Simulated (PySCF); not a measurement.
BH₅P₂, SMILES PBP. Atoms are numbered in the order given.

```xyz
8

B      0.0809     0.7239     0.0000
H      0.0362     1.9137     0.0000
P     -0.1120    -0.1400    -1.6608
H      0.7662     0.6244    -2.4582
H      0.6934    -1.2903    -1.5124
P     -0.1120    -0.1400     1.6608
H      0.6934    -1.2903     1.5124
H      0.7662     0.6244     2.4582
```
Charge 0, spin multiplicity 1.

The structure is a stationary point at B3LYP-D3(BJ)/def2-TZVP. One conformer was computed; it need not be the lowest.

All values below come from PBE0/pcJ-1 (PySCF).

Isotropic couplings with Fermi-contact, spin-dipole and both spin-orbit terms, one fixed conformer, no vibrational averaging. Isotopes: 11B, 1H, 31P.

Task: Estimate the spin–spin coupling constants. (Estimate from the structure and the level; the computed values follow.)

Result: 
```json
[
 {"pair": "B1–H2", "bonds apart": "1", "J (Hz)": "136.0"},
 {"pair": "B1–P3", "bonds apart": "1", "J (Hz)": "43.5"},
 {"pair": "B1–P6", "bonds apart": "1", "J (Hz)": "44.1"},
 {"pair": "P3–H4", "bonds apart": "1", "J (Hz)": "232.3"},
 {"pair": "P3–H5", "bonds apart": "1", "J (Hz)": "221.0"},
 {"pair": "P6–H7", "bonds apart": "1", "J (Hz)": "221.0"},
 {"pair": "P6–H8", "bonds apart": "1", "J (Hz)": "232.3"},
 {"pair": "B1–H4", "bonds apart": "2", "J (Hz)": "-2.9"},
 {"pair": "B1–H5", "bonds apart": "2", "J (Hz)": "-4.7"},
 {"pair": "B1–H7", "bonds apart": "2", "J (Hz)": "-4.7"},
 {"pair": "B1–H8", "bonds apart": "2", "J (Hz)": "-2.9"},
 {"pair": "H2–P3", "bonds apart": "2", "J (Hz)": "-1.1"},
 {"pair": "H2–P6", "bonds apart": "2", "J (Hz)": "-1.4"},
 {"pair": "P3–P6", "bonds apart": "2", "J (Hz)": "113.5"},
 {"pair": "H4–H5", "bonds apart": "2", "J (Hz)": "-4.3"},
 {"pair": "H7–H8", "bonds apart": "2", "J (Hz)": "-4.3"},
 {"pair": "H2–H4", "bonds apart": "3", "J (Hz)": "5.2"},
 {"pair": "H2–H5", "bonds apart": "3", "J (Hz)": "10.0"},
 {"pair": "H2–H7", "bonds apart": "3", "J (Hz)": "10.0"},
 {"pair": "H2–H8", "bonds apart": "3", "J (Hz)": "5.2"},
 {"pair": "P3–H8", "bonds apart": "3", "J (Hz)": "49.8"},
 {"pair": "H4–P6", "bonds apart": "3", "J (Hz)": "49.8"},
 {"pair": "H5–P6", "bonds apart": "3", "J (Hz)": "-0.5"},
 {"pair": "H4–H8", "bonds apart": "4", "J (Hz)": "6.5"},
 {"pair": "H5–H7", "bonds apart": "4", "J (Hz)": "1.0"}
]
```
